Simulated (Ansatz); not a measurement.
Relaxation of C$_{2}$H$_{5}$NSi (9 atoms, charge 0, multiplicity 1), to a largest force component of 0.02 eV/Å in at most 50 steps.

The calculation used UKS B3LYP/cc-pVDZ (Ansatz).

```xyz
9
Properties=species:S:1:pos:R:3
C -1.285 0.741 -0.588
Si 0.193 -0.439 -0.661
C 1.203 -0.589 0.792
N 1.532 -1.357 1.702
H -1.757 0.725 0.390
H -2.036 0.469 -1.325
H -0.978 1.764 -0.794
H 0.930 -0.292 -1.911
H 2.200 -1.023 2.395
```

Task: Where does it end, and by what steps?

Result: The forces met the threshold. After 9 steps the energy has fallen by 0.258 eV; Si2 moved furthest, 0.34 Å.

```
step  energy less start (eV)  largest force component (eV/Å)  accepted
   0                  0.0000                           0.884       yes
   1                 -0.1545                           1.044       yes
   2                 -0.1098                           2.039        no
   3                 -0.2188                           0.407       yes
   4                 -0.2501                           0.201       yes
   5                 -0.2551                           0.147       yes
   6                 -0.2570                           0.060       yes
   7                 -0.2571                           0.103       yes
   8                 -0.2573                           0.026       yes
   9                 -0.2576                           0.012       yes
```

```xyz
9
Properties=species:S:1:pos:R:3
C -1.256 0.724 -0.552
Si 0.012 -0.697 -0.797
C 1.037 -0.773 0.710
N 1.550 -1.255 1.700
H -1.802 0.591 0.395
H -1.995 0.679 -1.368
H -0.790 1.721 -0.562
H 1.048 -0.279 -1.809
H 2.196 -0.710 2.283
```

Whether the end is a true minimum wasn't checked by a vibrational analysis.

The run took 19 s on 2 threads of Intel(R) Xeon(R) 6975P-C (Granite Rapids) (shared host), peak memory 0.25 GiB.
